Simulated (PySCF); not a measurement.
# Sm(II) with more and more H2O

Computed with PySCF 2.14.0, PBE0, def2-SVP on the ligands, density fitting, scalar-relativistic core potentials, no spin-orbit coupling, vacuum. The metal has lcecp-0-SVP with ECP52. Each complex is relaxed within the symmetry of its template. Distances are means of the shortest metal–ligand contacts, charges and spins Mulliken's; removal energies are rigid, with the ligand's formal charge and no counterpoise, so too large; for an anion taken off a cation in vacuum most of it is the attraction of opposite charges, and multiply charged cations can part far more cheaply with an electron moved from ligand to metal. lcecp potentials hold a fixed number of 4f electrons in the core, out of states, spins and gaps.

```json
{"complex": "[Sm(H2O)]2+", "point group": "C2v", "M–H2O (Å)": "2.441", "charge on M (e)": "1.78", "removal of one H2O (eV)": "2.40", "strongest infrared band, degenerate modes summed (cm⁻¹)": "574", "unstable modes (below −25 cm⁻¹)": "0"}
{"complex": "[Sm(H2O)3]2+", "point group": "D3", "M–H2O (Å)": "2.508", "charge on M (e)": "1.43", "removal of one H2O (eV)": "1.94", "strongest infrared band, degenerate modes summed (cm⁻¹)": "3826", "unstable modes (below −25 cm⁻¹)": "0 (lowest -19 cm⁻¹, within noise)"}
{"complex": "[Sm(H2O)4]2+", "point group": "S4", "M–H2O (Å)": "2.530", "charge on M (e)": "1.27", "removal of one H2O (eV)": "1.78", "strongest infrared band, degenerate modes summed (cm⁻¹)": "504", "unstable modes (below −25 cm⁻¹)": "0 (lowest -14 cm⁻¹, within noise)"}
```

Question: What does the calculation give for [Sm(H2O)2]2+?

Answer: point group: D2d, M–H2O (Å): 2.496, charge on M (e): 1.59, removal of one H2O (eV): 2.11, strongest infrared band, degenerate modes summed (cm⁻¹): 558, unstable modes (below −25 cm⁻¹): 0 (lowest -24 cm⁻¹, within noise).
```xyz
7

Sm    0.0000    0.0000    0.0000
O     0.0000    0.0000    2.4963
H     0.5400    0.5400    3.1012
H    -0.5400   -0.5400    3.1012
O     0.0000    0.0000   -2.4963
H     0.5400   -0.5400   -3.1012
H    -0.5400    0.5400   -3.1012
```

The more ligands, the longer each bond and the weaker the last ligand is held.

Members with unstable modes aren't minima as they stand: saddle points kept by symmetry or, where the modes are soft, flat surfaces and noise. Moved off a saddle point of the template and relaxed again: [Sm(H2O)3]2+, [Sm(H2O)4]2+. One start shape was tried for each, so a minimum needn't be the lowest isomer.
